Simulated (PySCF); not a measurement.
# Computed vibrations of [Pb(H2O)6]4+

[Pb(H2O)6]4+ (singlet). PySCF 2.14.0, RKS PBE0, Pb def2-SVP with ECP60, O def2-SVP, H def2-SVP; non-relativistic Hamiltonian with scalar-relativistic core potentials where named; density fitting; no spin-orbit coupling. Central differences of gradients.

```xyz
19

Pb    0.0000    0.0000    0.0000
O     0.0000    0.0000    2.2175
H     0.8017   -0.0068    2.7981
H    -0.8017    0.0068    2.7981
O     0.0000    0.0000   -2.2175
H     0.8017    0.0068   -2.7981
H    -0.8017   -0.0068   -2.7981
O     2.2175    0.0000    0.0000
H     2.7981   -0.8017   -0.0014
H     2.7981    0.8017    0.0014
O     0.0000    2.2176    0.0000
H     0.0074    2.7982    0.8018
H    -0.0074    2.7982   -0.8018
O    -2.2175    0.0000    0.0000
H    -2.7981    0.8017   -0.0014
H    -2.7981   -0.8017    0.0014
O     0.0000   -2.2176    0.0000
H    -0.0074   -2.7982    0.8018
H     0.0074   -2.7982   -0.8018
```

Run from Python with OMP_NUM_THREADS=4. Where DIIS fails, smearing, a level shift and second-order steps follow.
It took 4.3 min on 4 threads of Intel(R) Xeon(R) Platinum 8488C (Sapphire Rapids), with other jobs on the host.

Problem. What are the harmonic wavenumbers and infrared intensities?

Solution. Negative numbers are unstable modes, those under 60 cm⁻¹ near the noise; a finer grid moves soft modes by up to 10 cm⁻¹. The run didn't use the full symmetry, so degenerate modes split by noise.
```json
{"cm⁻¹": "79", "km/mol": "9.6"}
{"cm⁻¹": "79", "km/mol": "9.5"}
{"cm⁻¹": "79", "km/mol": "9.5"}
{"cm⁻¹": "100", "km/mol": "0.0"}
{"cm⁻¹": "100", "km/mol": "0.0"}
{"cm⁻¹": "100", "km/mol": "0.0"}
{"cm⁻¹": "116", "km/mol": "0.1"}
{"cm⁻¹": "116", "km/mol": "0.2"}
{"cm⁻¹": "116", "km/mol": "0.1"}
{"cm⁻¹": "202", "km/mol": "0.0"}
{"cm⁻¹": "203", "km/mol": "0.0"}
{"cm⁻¹": "267", "km/mol": "0.0"}
{"cm⁻¹": "267", "km/mol": "0.0"}
{"cm⁻¹": "268", "km/mol": "0.0"}
{"cm⁻¹": "376", "km/mol": "295.9"}
{"cm⁻¹": "376", "km/mol": "295.2"}
{"cm⁻¹": "376", "km/mol": "293.0"}
{"cm⁻¹": "382", "km/mol": "0.0"}
{"cm⁻¹": "382", "km/mol": "0.0"}
{"cm⁻¹": "389", "km/mol": "0.0"}
{"cm⁻¹": "418", "km/mol": "0.0"}
{"cm⁻¹": "419", "km/mol": "0.0"}
{"cm⁻¹": "419", "km/mol": "0.0"}
{"cm⁻¹": "425", "km/mol": "0.0"}
{"cm⁻¹": "465", "km/mol": "294.8"}
{"cm⁻¹": "466", "km/mol": "295.7"}
{"cm⁻¹": "466", "km/mol": "297.7"}
{"cm⁻¹": "715", "km/mol": "0.0"}
{"cm⁻¹": "715", "km/mol": "0.4"}
{"cm⁻¹": "715", "km/mol": "0.1"}
{"cm⁻¹": "725", "km/mol": "171.5"}
{"cm⁻¹": "725", "km/mol": "171.5"}
{"cm⁻¹": "726", "km/mol": "171.1"}
{"cm⁻¹": "1580", "km/mol": "0.0"}
{"cm⁻¹": "1580", "km/mol": "0.0"}
{"cm⁻¹": "1595", "km/mol": "113.4"}
{"cm⁻¹": "1595", "km/mol": "113.4"}
{"cm⁻¹": "1595", "km/mol": "113.4"}
{"cm⁻¹": "1623", "km/mol": "0.0"}
{"cm⁻¹": "3504", "km/mol": "0.0"}
{"cm⁻¹": "3504", "km/mol": "0.0"}
{"cm⁻¹": "3515", "km/mol": "1425.4"}
{"cm⁻¹": "3515", "km/mol": "1425.4"}
{"cm⁻¹": "3516", "km/mol": "1425.3"}
{"cm⁻¹": "3560", "km/mol": "0.0"}
{"cm⁻¹": "3593", "km/mol": "0.1"}
{"cm⁻¹": "3594", "km/mol": "2.8"}
{"cm⁻¹": "3594", "km/mol": "0.1"}
{"cm⁻¹": "3596", "km/mol": "1011.0"}
{"cm⁻¹": "3596", "km/mol": "1013.5"}
{"cm⁻¹": "3596", "km/mol": "1013.4"}
```

Problem. Is this a minimum?

Solution. Yes. Ideal gas at 298.15 K and 1 bar: S = 519.6 J/(mol K), Cp = 243.5 J/(mol K), H − H(0 K) = 45.8 kJ/mol (rigid rotor, harmonic modes, spin degeneracy alone).
